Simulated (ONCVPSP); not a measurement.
**Cutoff test, cerium (Ce), ONCV**

```
Element                 : cerium
Generator               : ONCVPSP 4.0.1
Type                    : optimised norm-conserving Vanderbilt (ONCV)
Functional              : PBEsol
Relativity              : scalar-relativistic
Frozen core             : [Kr] 4d10
Valence charge          : 12
Reference configuration : 4f1 5s2 5p6 5d1.5 6s1.5
Partial waves           : 5s+6s: rc 2.20 bohr, ncon 3, nbas 6, qcut 6.4 1/bohr, 2 projectors; 5p: rc 2.05 bohr, ncon 4, nbas 7, qcut 3.9 1/bohr, 2 projectors, debl 1.7 Ha; 5d: rc 3.90 bohr, ncon 4, nbas 8, qcut 3.6 1/bohr, 2 projectors, debl 0.4 Ha; 4f: rc 0.95 bohr, ncon 4, nbas 8, qcut 16.2 1/bohr, 2 projectors, debl 1.7 Ha
Local potential         : polynomial inside 0.80 bohr (lpopt 5, dvloc0 1 Ha)
Core correction         : Teter function, fcfact 1.75, rcfact 1.45
```

Task: For each optimised wave give the share of its norm inside rc, the residual kinetic energy above qcut (Ha) and the cutoffs (Ha) for errors of 10, 1, 0.1 and 0.01 mHa per electron.

Result:

```
         wave  norm inside rc  residual KE  10 mHa  1 mHa  0.1 mHa  0.01 mHa
           5s           0.907      1.5e-07     9.8   12.8     15.4      17.2
           6s           0.048      3.9e-08     7.2   11.0     13.9      16.2
           5p           0.720      2.9e-03     3.9   17.5     33.6      40.5
p projector 2           0.077      2.5e-03     4.0    9.9     28.8      39.6
           5d           0.774      4.3e-06     3.5    4.6      5.4       6.3
d projector 2           0.283      1.6e-05     3.8    4.9      5.8       7.6
           4f           0.495      8.1e-05   100.5  116.0    130.9     294.2
f projector 2           0.121      5.8e-05    96.3  114.2    128.7     176.5
```

The occupied waves need 116 Ha and 131 Ha for 1 and 0.1 mHa. Note: ghosts flagged at negative energy: s at -559.7 eV, p at -124.7 eV, d at -33.6 eV; GHOST(+) flagged for s at 139.3 eV. A true bound ghost makes a file unfit for plane-wave use.
